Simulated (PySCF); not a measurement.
## Two-photon absorption: 2-(trimethylsilyloxy)furan, C7H12O2Si

Geometry:
```
atom   x (Å)   y (Å)   z (Å)
  C1  -1.230  -0.351   1.840
 Si2  -1.260   0.201   0.055
  C3  -1.488  -1.232  -1.122
  C4  -2.517   1.547  -0.236
  O5   0.225   0.978  -0.305
  C6   1.439   0.470  -0.264
  C7   2.663   1.014  -0.535
  C8   3.607  -0.041  -0.307
  C9   2.894  -1.131   0.080
 O10   1.564  -0.822   0.107
 H11  -1.007   0.498   2.505
 H12  -0.462  -1.122   1.996
 H13  -2.206  -0.769   2.135
 H14  -2.475  -1.700  -0.979
 H15  -0.715  -1.998  -0.959
 H16  -1.421  -0.892  -2.167
 H17  -2.478   1.903  -1.277
 H18  -2.333   2.407   0.426
 H19  -3.535   1.176  -0.040
 H20   2.851   2.034  -0.854
 H21   4.688   0.011  -0.420
 H22   3.154  -2.147   0.357
```

Computed, not measured: TDDFT CAM-B3LYP/def2-SVPD excited states, vertical, gas phase (PySCF 2.14.0). Geometry: PBE0-D3(BJ)/def2-SVP.

States above about 7.1 eV (minus the energy of the highest occupied orbital) lie near or above the ionisation threshold and depend on the basis.

**Question.** How strongly do the lowest singlets absorb one photon, and two photons of half the energy?

**Answer.** δ for parallel linear polarisation; σ at the peak of a Lorentzian of half width 0.1 eV, single beam; Ω is circular over linear.
| state | E (eV) | f | photon λ (nm) | δ (au) | σ (GM) | Ω | main |
| --- | --- | --- | --- | --- | --- | --- | --- |
| S1 | 5.70 | 0.002 | 435 | 28 | 0.33 | 1.50 | HOMO→LUMO 0.62, HOMO→LUMO+2 0.21 |
| S2 | 5.85 | 0.203 | 424 | 42.8 | 0.54 | 0.69 | HOMO→LUMO+1 0.95 |
| S3 | 6.34 | 0.010 | 391 | 47.1 | 0.69 | 1.50 | HOMO→LUMO+2 0.58, HOMO→LUMO+5 0.26 |
| S4 | 6.58 | 0.007 | 377 | 3.64 | 0.06 | 1.50 | HOMO→LUMO+3 0.65, HOMO→LUMO 0.13 |
| S5 | 6.77 | 0.077 | 366 | 118 | 1.98 | 0.57 | HOMO→LUMO+4 0.46, HOMO→LUMO+9 0.37 |
| S6 | 7.04 | 0.001 | 352 | 6.24 | 0.11 | 1.50 | HOMO→LUMO+6 0.21, HOMO→LUMO+5 0.20 |

Among these, the strongest one-photon state is S2, the strongest two-photon state S5, with a dipole change of 3.4 D (relaxed, norm of the difference vector).
